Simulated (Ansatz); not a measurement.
## CHFSSe: structure from calculated spectroscopic constants

These gas-phase data were calculated for one isomer of CHFSSe at B3LYP/6-31G* (harmonic, unscaled wavenumbers; equilibrium rotational constants with average atomic masses):

```
rotational constants            : 7.066, 2.016, 1.569 GHz
all wavenumbers above 1500 cm⁻¹ : 2651
```

Candidates:

(1) `FC(S)=[Se]`, a singlet
(2) `FC(=S)[SeH]`, a singlet
(3) `F[C@@H]1S[Se]1`, a singlet

Task: Assign the data to one candidate and say why.

Result: Candidate (1). The band at 2651 cm⁻¹ lies where the S–H stretch is expected; (2), (3) have no mode between 2500 and 2800 cm⁻¹.

The same quantities for all candidates:

```tsv
	rotational constants (GHz)	wavenumbers above 1500 cm⁻¹	E above the lowest, B3LYP/6-31G* (kcal/mol)
(1)	7.066, 2.016, 1.569	2651	2.6
(2)	7.282, 1.983, 1.559	2438	0.0
(3)	5.359, 3.083, 2.065	3184	3.7
```

Each candidate is one conformer. Programs: Ansatz 0.2.0.
